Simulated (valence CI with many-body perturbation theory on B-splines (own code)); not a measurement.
S XII: calculated level list

Level of theory: relativistic CI+MBPT: three valence electrons over a frozen Dirac-Fock core [He], radial functions for each j: 11 s, 11 p, 10 d, 8 f, 5 g, 2 h, with the one-electron correlation potential Σ1 (screened to all orders), the two-electron term Σ2, the three-electron term Σ3, Breit, model QED; selected single and double excitations, second order for the rest, scaled by the run's own slope (own B-spline code, finite nucleus).

No measured spectrum was set against this ion. As an estimate, levels of excited configurations hold to 0.05 to 0.15 % of their energy, terms of the ground configuration to about 0.5 %.

Levels 181 to 188 of 188, with energies above the lowest level, 2s²2p ²P°_1/2. "Leading %" is the weight of the configuration and term that name the level; weights of strongly mixed levels are sums over their largest components and can fall short. In the jj column 3d3/2^4 stands for four electrons in 3d with j = 3/2. Lifetimes count E1, E2, E3, M1 and M2 decay at the calculated energies, and are blank where another channel may lead or the interval is too uncertain; long ones can be off by a factor of two.

| No. | Configuration | Term | J | E (× 10³ cm⁻¹) | Leading % | Lifetime | Leading jj |
| --- | --- | --- | --- | --- | --- | --- | --- |
| 181 | 2s2p4f | ²G | 9/2 | 3777.3 | 89 | 3.60 ps | 2s 2p3/2 4f5/2 (77 %) |
| 182 | 2s2p4f | ⁴D | 3/2 | 3777.8 | 84 | 3.23 ps | 2s 2p3/2 4f5/2 (95 %) |
| 183 | 2s2p4f | ²D | 5/2 | 3778.7 | 53 | 3.28 ps | 2s 2p3/2 4f7/2 (93 %) |
| 184 | 2s2p4f | ⁴D | 1/2 | 3778.8 | 100 | 3.22 ps | 2s 2p3/2 4f5/2 (100 %) |
| 185 | 2s2p4f | ²D | 3/2 | 3780.9 | 88 | 3.34 ps | 2s 2p3/2 4f7/2 (96 %) |
| 186 | 2s2p4s | ²P° | 1/2 | 3863.0 | 96 | 5.70 ps | 2s 2p3/2 4s (66 %) |
| 187 | 2s2p4s | ²P° | 3/2 | 3863.3 | 96 | 5.80 ps | 2s 2p3/2 4s (68 %) |
| 188 | 2s²5s | ²S | 1/2 | 3868.8 | 84 | 5.27 ps | 2s^2 5s (84 %) |

Names give the largest LS component (configuration and term), which can be under half, so a name can repeat, a term be missing and a line seem to break the LS rules; names also repeat where a configuration has a term twice.
